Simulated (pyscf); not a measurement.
**Cl–Ga(Cl)–Cl, singlet**

Gas-phase minimum from PySCF at ωB97X-D3(BJ)/def2-SVP, one conformer. 

SMILES: [Cl][Ga]([Cl])[Cl]
```xyz
4

Cl     1.8408     0.5570    -1.3235
Ga     0.6668    -0.2514     0.2385
Cl     1.3983    -0.2469     2.2225
Cl    -1.2399    -1.0627    -0.1829
```
Charge 0, spin multiplicity 1.

Bond lengths (Å): Cl1–Ga2 2.115, Ga2–Cl3 2.115, Ga2–Cl4 2.115. Angles (°): Cl1–Ga2–Cl3 120.0, Cl1–Ga2–Cl4 120.0, Cl3–Ga2–Cl4 120.0.

Properties at ωB97X-D3(BJ)/def2-SVP:

* **Harmonic wavenumbers, unscaled**: 127, 127, 142, 390, 488, 488 cm⁻¹
* **Zero-point energy**: 2.5 kcal/mol
* **Rotational symmetry number**: 6
* **Entropy of this conformer at 298 K and 1 atm, rigid rotor and harmonic oscillator, modes under 100 cm⁻¹ raised to 100**: 324.5 J/(mol K)
* **Dipole moment**: 0.00 D

Single-point totals, which compare only within one level (frozen core for MP2 and CC):

```csv
level,total energy (hartree)
ωB97X-D3(BJ)/def2-TZVP,-3305.64506
PBE/def2-TZVP,-3304.80897
r²SCAN/def2-TZVP,-3305.56736
B3LYP-D3(BJ)/def2-TZVP,-3305.76362
PBE0-D3(BJ)/def2-TZVP,-3304.96496
M06-2X/def2-TZVP,-3305.62556
ωB97M-D3(BJ)/def2-TZVP,-3305.84388
HF/def2-TZVPP,-3301.97112
MP2/def2-TZVPP,-3302.74233
CCSD/def2-TZVPP,-3302.78079
CCSD(T)/def2-TZVPP,-3302.81642
```

The CCSD(T) − MP2 part came from Ansatz, without density fitting, on the same reference. The frozen core leaves the outer d or s,p core shells of the metals and heavy elements correlated in the MP2 and CC values, and def2-TZVPP describes them poorly, so these totals are far from the basis limit. Elements up to Kr have no core potential and no relativistic terms here.
